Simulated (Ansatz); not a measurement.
The first iterations of a band of BrH + ClF3H2O2W (11 atoms, charge 0, multiplicity 1).

All numbers below come from Ansatz, RKS PBE/def2-SVP.

```json
{
 "movable images": "7",
 "climbing image": "yes",
 "spring": "5.0 eV/Å²",
 "optimiser": "quadratic models (default)",
 "start path": "through a guess of the saddle point",
 "force threshold": "0.05 eV/Å",
 "iteration limit": "60",
 "end points": "relaxed"
}
```

Initial state:

```xyz
11
Properties=species:S:1:pos:R:3
W -0.111 0.052 -0.378
F 0.407 0.327 1.441
F 1.707 0.297 -0.814
Cl -0.390 2.362 -0.485
F -1.918 -0.073 0.115
O 0.156 -1.773 0.033
H 0.388 -2.139 0.910
O -0.472 -0.270 -2.165
H -0.210 -0.285 -3.102
Br 2.530 1.981 3.590
H 1.569 1.348 2.721
```

Final state:

```xyz
11
Properties=species:S:1:pos:R:3
W 0.137 0.426 -0.450
F 1.226 -1.077 2.890
F 1.922 0.509 -1.044
Cl -0.151 2.593 -1.291
F -1.630 0.523 0.194
O 0.472 -1.081 0.532
H 0.780 -1.304 1.488
O -0.428 -0.347 -2.052
H -0.764 0.003 -2.900
Br 0.894 1.684 1.728
H 1.200 -0.103 2.771
```

| iteration | highest image above the first end (eV) | largest band force component (eV/Å) |
| --- | --- | --- |
| 1 | 7.378 | 8.005 |
| 2 | 4.509 | 3.764 |
| 3 | 3.320 | 2.569 |
| 4 | 2.403 | 1.735 |
| 5 | 1.749 | 0.803 |
| 6 | 2.421 | 3.781 |
| 7 | 1.698 | 0.987 |
| 8 | 1.483 | 0.515 |
| 9 | 2.236 | 5.155 |
| 10 | 1.539 | 0.945 |
| 11 | 1.297 | 0.643 |
| 12 | 1.269 | 1.048 |
| 13 | 1.231 | 0.277 |
| 14 | 1.355 | 0.417 |
| 15 | 1.348 | 0.337 |

**Question.** Does the band converge within its limit, and where does its top end?

**Answer.** The forces met the threshold. It ended after 47 iterations with the highest image 0.772 eV above the first end. A vibrational analysis at the climbing image gives one clearly imaginary mode, 86i cm⁻¹: a first-order saddle point. The orbitals stay closed-shell, which can raise the energy where a bond breaks towards radicals; this wasn't checked here.

The run took 14 min on 4 threads of Arm Neoverse V2, with other jobs on the host, peak memory 0.31 GiB.
